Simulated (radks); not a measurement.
Task: Bi5+, 78 electrons, occupied as [Xe] 4f14 5d10 (the NIST ground configuration). All-electron calculation, Dirac Kohn-Sham, exchange-only PBE, spin-unpolarised, spherical densities, finite nucleus; Fermi nuclear charge, rms radius 5.5211 fm. Program: a radial shooting solver on a logarithmic mesh with Libxc functionals.

Spin-orbit splittings of the eigenvalues, e(l+1/2) - e(l-1/2), with zeta = 2 splitting/(2l+1) and mean radii in bohr:

shell  occ.  splitting (eV)  zeta (eV)  <r> j=l-1/2  <r> j=l+1/2
2p        6            2320       1546      0.05388      0.06293
3p        6           519.3      346.2       0.1615       0.1780
3d       10           110.1      44.05       0.1545       0.1595
4p        6           128.0      85.35       0.3777       0.4124
4d       10           23.90      9.560       0.4160       0.4271
4f       14           5.495      1.570       0.4379       0.4440
5p        6           24.81      16.54       0.8833       0.9707
5d       10               ?          ?        1.176        1.211

Estimate the 5d splitting.

Result: 3.161 eV (zeta = 1.264 eV).
